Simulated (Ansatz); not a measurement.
Geometry optimisation, RKS PBE0-D4/6-31G* (Ansatz 0.2.0).

input.yaml

```yaml
crystal:
  periodic: [false, false, false]
  atoms:
    - { symbol: "N", position_ang: [-0.5851, 1.0242, 1.3346] }
    - { symbol: C, position_ang: [0.3146, 0.4531, 0.4306] }
    - { symbol: O, position_ang: [0.2698, -0.9838, 0.5504] }
    - { symbol: Si, position_ang: [0.3812, -1.1203, -1.0787] }
    - { symbol: O, position_ang: [-0.1974, 0.4223, -0.9383] }
    - { symbol: H, position_ang: [-0.952, 1.9769, 0.9517] }
    - { symbol: H, position_ang: [-1.441, 0.4951, 1.4012] }
    - { symbol: H, position_ang: [1.3671, 0.9067, 0.49] }
    - { symbol: H, position_ang: [-0.7539, -2.0104, -1.5343] }
    - { symbol: H, position_ang: [1.6798, -1.215, -1.6041] }
basis:
  gaussian: { orbitals: "6-31G*" }
hamiltonian:
  xc: pbe0
  dispersion: d4
relax:
  f_tol: 0.015
  max_steps: 40
```

Launched with:

```bash
$ ansatz run input.yaml --threads 1 --pin off --max-ram 2048MiB --backend cpu --events-out ev --progress --plain --runs-dir out
```

Question: Where does it end, and by what steps?

Answer: It converged. After 7 steps the energy has fallen by 0.888 eV; H10 moved furthest, 0.36 Å.

```tsv
step	energy less start (eV)	largest force component (eV/Å)	accepted
0	0.0000	3.300	yes
1	-0.7910	0.923	yes
2	-0.8581	0.372	yes
3	-0.8791	0.186	yes
4	-0.8867	0.118	yes
5	-0.8875	0.046	yes
6	-0.8876	0.018	yes
7	-0.8877	0.004	yes
```

```xyz
10
Properties=species:S:1:pos:R:3
N -0.700 0.942 1.298
C 0.314 0.498 0.436
O 0.568 -0.895 0.611
Si 0.337 -1.111 -1.041
O -0.010 0.525 -0.992
H -0.843 1.942 1.209
H -1.573 0.459 1.108
H 1.218 1.095 0.595
H -0.783 -2.015 -1.420
H 1.556 -1.490 -1.801
```

The run took 44 s on 1 thread of Arm Neoverse V1, on a shared host, peak memory 0.18 GiB.
